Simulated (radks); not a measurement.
Calculated with a radial shooting solver on a logarithmic mesh with Libxc functionals: scalar-relativistic Kohn-Sham, PBEsol, spin-polarised, spherical densities, finite nucleus; open shells are filled with parallel spins first (spin-orbit coupling, left out, can overturn this in heavy ions); Fermi nuclear charge, rms radius of each element as measured or else 0.836 A^(1/3) + 0.57 fm. Each species is in its NIST ground configuration. Rank Lu+, Hg+, Ta+, W+, Os+, Hf+, Au+, Ir+, Re+, Pt+ by mean radius of the outermost orbital (bohr), largest first.

Answer. Lu+ 3.25, Hf+ 3.13, Ta+ 3.00, W+ 2.89, Re+ 2.79, Os+ 2.72, Ir+ 2.65, Hg+ 2.49, Pt+ 1.65, Au+ 1.57.
